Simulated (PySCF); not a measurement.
An unknown is described by computed data only.

Formula: C8H7FS.

* Rotational structure: rotational constants A, B, C: 2.697, 0.676, 0.541 GHz [PBE0-D3(BJ)/def2-SVP]
* Triplet: lowest triplet excitation (Tamm–Dancoff): 2.90 eV [TDA PBE0/def2-SVPD]
* Valence photoelectron: vertical ionisation energy: 7.91 eV [ΔSCF PBE0/def2-SVPD]
* 1H NMR: chemical shifts (computed TMS as zero) by class: 7.12 (1 H), 6.86 (1 H), 6.47 (1 H), 6.18 (1 H), 5.75 (1 H), 5.19 (1 H), 4.25 (1 H) ppm [GIAO KT3/pcSseg-1]
* Dipole: 1.21 D [PBE0/def2-SVPD]
* UV, first state: lowest singlet excitation: 4.31 eV (287 nm, f = 0.384) [TDDFT PBE0/def2-SVPD]
* 13C NMR: chemical shifts (computed TMS as zero) by class: 152.8 (1 C), 131.1 (1 C), 126.9 (1 C), 120.2 (1 C), 119.0 (1 C), 118.1 (1 C), 106.5 (1 C), 101.7 (1 C) ppm [GIAO KT3/pcSseg-1]
* NMR, other nuclei: isotropic shieldings of nuclei other than C and H, by class: 285 (1 F), 560 (1 S) ppm [GIAO KT3/pcSseg-1]

The electronic properties come from PySCF, for the isolated species, density fitting. Levels stand in brackets. Geometry: PBE0-D3(BJ)/def2-SVP, one conformer, isolated molecule. Each NMR value is the plain mean over a class of atoms that symmetry, rotation or inversion makes alike.

Question: What is the compound? Reason from the data.

Answer: Numbering: `[CH2:1]=[CH:2][c:3]1[cH:4][cH:5][c:6]([SH:7])[c:8]([F:9])[cH:10]1`. Its formula, C8H7FS, gives 5 degrees of unsaturation: 1 ring and 4 π bonds in the structure found (Kekulé form). 8 carbons fall into 8 classes; from least to most shielded: aromatic C–F carbon [C8] (152.8 ppm), alkene CH carbon [C2] (131.1 ppm), substituted aromatic carbon [C3] (126.9 ppm), aromatic CH carbon [C5] (120.2 ppm), aromatic CH carbon [C4] (119.0 ppm), substituted aromatic carbon [C6] (118.1 ppm), terminal =CH2 carbon [C1] (106.5 ppm), aromatic CH carbon [C10] (101.7 ppm). Hydrogen classes from least to most shielded: 1 H on an aromatic CH carbon, C10 (7.12 ppm), 1 H on an aromatic CH carbon, C5 (6.86 ppm), 1 H on an aromatic CH carbon, C4 (6.47 ppm), 1 H on an alkene CH carbon, C2 (6.18 ppm), 1 H on a terminal =CH2 carbon, C1 (5.75 ppm), 1 H on a terminal =CH2 carbon, C1 (5.19 ppm), 1 H on a thiol sulfur, S7 (4.25 ppm). The other shieldings belong to: 285 ppm, aryl fluorine [F9]; 560 ppm, thiol sulfur [S7]. S1 is mainly HOMO→LUMO (weight 0.84); the largest Löwdin shares of the orbital it empties are 0.29 on the thiol sulfur, 0.13 on a substituted aromatic carbon, 0.12 on the terminal =CH2 carbon and 0.11 on a substituted aromatic carbon, of the orbital it fills 0.18 on the terminal =CH2 carbon, 0.13 on each of 2 atoms of one kind (substituted aromatic carbon) and 0.13 on the alkene CH carbon. By its constants the optimised geometry is an asymmetric top. Structure: `C=CC1=CC(F)=C(S)C=C1`. Computed isomers that give other values at the same levels: `F[C@H]1CSc2ccccc21` (rotational constant A: 1.752 GHz; this holds for the one conformer computed); `C=C/C=C\c1cc(F)cs1` (rotational constant A: 3.525 GHz; this holds for the one conformer computed). The assignments are read from this structure; whether some other isomer fits the data as well wasn't checked.

The values belong to the conformer `[CH2:1]=[CH:2][c:3]1[cH:4][cH:5][c:6]([SH:7])[c:8]([F:9])[cH:10]1`: C1–C2–C3–C4 -179°, H–S7–C6–C5 180°.
